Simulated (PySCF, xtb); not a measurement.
C6H15O, SMILES C(CC(C)C)(C)[OH2+], charge +1. The values are those of a single conformer.

Harmonic wavenumbers (cm⁻¹) from GFN2-xTB (xtb) at its own minimum, in rising order: 43, 135, 198, 218, 227, 283, 299, 327, 362, 379, 408, 447, 572, 734, 832, 862, 893, 925, 931, 944, 982, 997, 1016, 1066, 1110, 1151, 1166, 1199, 1216, 1259, 1274, 1311, 1318, 1327, 1355, 1400, 1411, 1430, 1454, 1467, 1468, 1485, 1497, 1506, 1538, 2862, 2951, 2970, 2973, 2993, 2996, 3025, 3028, 3047, 3052, 3061, 3066, 3069, 3077, 3325.

### Question
What does PySCF with PBE-D3(BJ)/def2-SVP give at its own minimum? (Estimate from the structure and the level; the computed values follow.)

### Answer
56, 141, 214, 236, 248, 294, 328, 346, 376, 386, 411, 443, 566, 590, 764, 776, 833, 876, 893, 928, 947, 972, 981, 1027, 1068, 1136, 1161, 1166, 1222, 1257, 1294, 1304, 1311, 1332, 1347, 1359, 1375, 1381, 1405, 1413, 1416, 1426, 1429, 1468, 1544, 2853, 2968, 2981, 2988, 2998, 3009, 3023, 3036, 3054, 3062, 3078, 3080, 3097, 3128, 3605. Paired by order, the mean absolute difference is 31 cm⁻¹ and the zero-point energies are 125.7 and 125.0 kcal/mol.
